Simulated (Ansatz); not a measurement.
CH₄ClFGeO, SMILES `[OH][GeH]([F])[CH2]Cl`, relaxed with RKS PBE-D4/def2-SVP in Ansatz from a rough embedded geometry. The force threshold is 0.03 eV/Å; the program also tests the step.

Total charge 0; spin multiplicity 1.

Start:

```xyz
9

O    -0.852   -1.753    0.216
Ge   -0.807   -0.046   -0.181
F    -1.834    0.803    0.927
C     0.922    0.646   -0.049
Cl    2.064   -0.177   -1.189
H    -0.443   -1.848    1.147
H    -1.349    0.139   -1.632
H     0.946    1.727   -0.285
H     1.352    0.510    1.046
```

Question: By how much does the energy fall, and how many steps does the optimiser take? (Best estimate.)

Answer: Ansatz gave: 29.21 kJ/mol, in 5 steps.

Question: Which bonds change most? (Estimate.)

Answer: The calculation gave: Ge2–C4 from 1.867 to 1.972 Å; C4–H9 from 1.184 to 1.108 Å; O1–H6 from 1.021 to 0.976 Å; Ge2–F3 from 1.732 to 1.766 Å.

Question: Give the relaxed structure. (An estimate is asked.)

Answer: Computed: 
```xyz
9

O    -0.919   -1.780    0.265
Ge   -0.809   -0.070   -0.222
F    -1.797    0.878    0.894
C     1.001    0.688   -0.021
Cl    2.098   -0.069   -1.228
H    -0.537   -1.935    1.149
H    -1.412    0.006   -1.637
H     0.976    1.782   -0.194
H     1.400    0.502    0.996
```
